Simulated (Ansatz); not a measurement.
**Changing the shape of CaO, singlet**

Calculated in Ansatz's Gaussian-basis code. Basis def2-SVP, nonrelativistic, 6 orbitals frozen in the corrections; active space CAS(8,5). Restricted Hartree–Fock, then the lowest state-specific CASSCF solution met for each case. Small basis; these aren't basis-limit values. On stretched bonds single-reference methods can fail or change state. Unlike active orbitals can shift such differences by tenths of an eV, at times by over 1 eV. The orbital stability of a CASSCF solution shown is undecided.

Case A: bond length 1.8220 Å.

Case B: bond length 2.7330 Å.

Case C: bond length 5.4660 Å. A bond is stretched, to 2.26 times the sum of the covalent radii.

Energy less that of case A, in eV:

| case | RHF/ROHF | CASSCF |
| --- | --- | --- |
| B | +2.818 | +0.776 |
| C | +3.634 | +3.656 |

**Question.** What does SC-NEVPT2 give for these differences?

**Answer.** B: +1.019 eV (23.5 kcal/mol); C: +4.455 eV (102.7 kcal/mol).

**Question.** Which case is lowest, and do the methods agree?

**Answer.** A is lowest in SC-NEVPT2. Of the methods shown, RHF/ROHF, CASSCF agree.
